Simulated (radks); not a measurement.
Task: These are the eigenvalues of the occupied orbitals of an atom or ion with whole-number occupations (hartree). Method: Dirac Kohn-Sham, PBE, spin-unpolarised, spherical densities, finite nucleus; Fermi nuclear charge, rms radius of each element as measured or else 0.836 A^(1/3) + 0.57 fm; computed with a radial shooting solver on a logarithmic mesh with Libxc functionals.

1s1/2: -2876.364
2s1/2: -504.8645
2p1/2: -484.0173
2p3/2: -420.4829
3s1/2: -118.5093
3p1/2: -109.1189
3p3/2: -95.15290
3d3/2: -79.46538
3d5/2: -76.45498
4s1/2: -25.39213
4p1/2: -21.40187
4p3/2: -18.07597
4d3/2: -11.52864
4d5/2: -10.91006
5s1/2: -3.64213
4f5/2: -2.54855
4f7/2: -2.42164
5p1/2: -2.37255
5p3/2: -1.82777
5d3/2: -0.19346
5d5/2: -0.14769

Which element is it, and in what charge state? The configuration may be excited. Open shells, if any, fill j = l - 1/2 first.

Result: Z = 78, platinum, charge 0: Pt in [Xe] 4f14 5d10. The list shows which subshells hold electrons but not how many an open one holds; the 1s level, -2876.4 hartree, gives Z - s = 75.8 by -(Z - s)^2/2, which with screening and relativity narrows Z to a few neighbours, and the depths of the outer levels then fix element, charge and occupations together.
